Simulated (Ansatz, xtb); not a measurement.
CH4F2SiSn: which of two structures lies lower

Structure X is a singlet given by its coordinates and structure Y is `C[Si](F)(F)[SnH]`, a singlet. Both are isolated molecules in the gas phase, relaxed with PBE0-D3(BJ)/def2-SVP; the shapes shown needn't be the lowest conformers.

X (Å):

```xyz
9

C     0.9554   -0.3888    1.0277
F     1.7866   -0.7731   -1.7403
F     1.7100    1.5744   -0.6851
Si    2.0883   -0.0137   -0.3451
Sn    0.4301    1.7482    1.5702
H     0.0563   -0.9401    0.7158
H     1.4530   -0.9097    1.8599
H     2.0849    1.9948    2.1982
H     3.5462   -0.0524   -0.1012
```

Close contacts (Å): C1–Si4 1.82, C1–Sn5 2.27, F2–Si4 1.62, F3–Si4 1.67, Si4–Sn5 3.09, C1–H6 1.10, C1–H7 1.10, Si4–H9 1.48, Sn5–H8 1.79.

Y (Å):

```csv
atom,x (Å),y (Å),z (Å)
C,0.3111,-0.0400,1.2393
F,2.9021,0.9616,1.6425
F,2.6580,-1.2831,0.3318
Si,2.0063,0.2029,0.5083
Sn,2.2877,1.5200,-1.7899
H,-0.1690,0.9295,1.4439
H,0.3809,-0.5997,2.1857
H,-0.3351,-0.6041,0.5491
H,4.0272,1.2125,-1.6105
```

Q: Estimate which is lower in electronic energy at CCSD(T)/def2-SVP + ΔMP2/def2-TZVPP, and by roughly how much.

A: Too close to call at this level: CCSD(T)/def2-SVP + ΔMP2/def2-TZVPP gives E(Y) − E(X) = +5.53 kJ/mol.

How the difference moves with the method:

```csv
level,geometry,E(Y) − E(X) (kJ/mol),departure from the last row (kJ/mol),"job, with rough time for the two"
PBE0-D3(BJ)/def2-SVP,PBE0-D3(BJ)/def2-SVP,−1.04,−6.56,"optimisation, 43 s"
HF/def2-SVP,PBE0-D3(BJ)/def2-SVP,−3.78,−9.30,part of the CCSD(T) run
MP2/def2-SVP,PBE0-D3(BJ)/def2-SVP,+15.45,+9.92,part of the CCSD(T) run
CCSD(T)/def2-SVP,PBE0-D3(BJ)/def2-SVP,+8.09,+2.56,single point
CCSD(T)/def2-SVP + ΔMP2/def2-TZVPP,PBE0-D3(BJ)/def2-SVP,+5.53,,"single point, 27 s"
```

HF/def2-SVP puts the two in the other order. PBE0-D3(BJ)/def2-SVP finds them nearly level. The largest departure from CCSD(T)/def2-SVP + ΔMP2/def2-TZVPP is that of MP2/def2-SVP, 9.92 kJ/mol. Levels run at GFN2-xTB geometries aren't shown. The last row adds to CCSD(T) the change of the MP2 difference between the two basis sets, here −2.56 kJ/mol.

With harmonic frequencies from PBE0-D3(BJ)/def2-SVP (ideal gas, rigid rotor, one conformer each, 298.15 K, 1 atm): on the last row, ΔE + ΔZPE = +8.73 kJ/mol. A mode under 50 cm⁻¹ makes harmonic enthalpies and free energies unreliable, so none is given.

The correlated steps freeze 12 core orbitals; the filled d shell of Sn is correlated, in a basis made for valence electrons. Atoms past krypton carry core potentials in the def2 sets and no spin–orbit term is included. Run with Ansatz 0.2.0; the last row on 2 threads of Intel(R) Xeon(R) 6975P-C (Granite Rapids) on a shared host.
